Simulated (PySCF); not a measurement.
BH5N2. Atoms are numbered in the order given.

```xyz
8

B      0.0000     0.0000    -0.4990
H      0.0000     0.0000    -1.6944
N      0.0000    -1.2400     0.1763
H      0.0000    -2.1143    -0.3162
H      0.0000    -1.3429     1.1770
N      0.0000     1.2400     0.1763
H      0.0000     1.3429     1.1770
H      0.0000     2.1143    -0.3162
```
Charge 0, spin multiplicity 1.

The structure is a stationary point at B3LYP-D3(BJ)/def2-TZVP. One conformer was computed; it need not be the lowest.

The numbers are results of PBE0/pcSseg-2 in PySCF, not measurements.

GIAO shieldings, no solvent; atoms listed in one row are averaged. δ = σ(ref) − σ: ¹¹B against BF3 (σ = 88.8 ppm); ¹H against TMS (σ = 31.54 ppm); ¹⁵N against NH3 (σ = 263.3 ppm), references at their B3LYP-D3(BJ)/def2-TZVP geometries, non-relativistic.

**Question.** Estimate the chemical shifts. (Estimate from the structure and the level; the computed values follow.)

**Answer.** 
```csv
nucleus,atoms,count,δ (ppm)
¹¹B,B1,1,14.6
¹H,H2,1,4.30
¹H,"H4, H8",2,2.50
¹H,"H5, H7",2,2.19
¹⁵N,"N3, N6",2,65.2
```
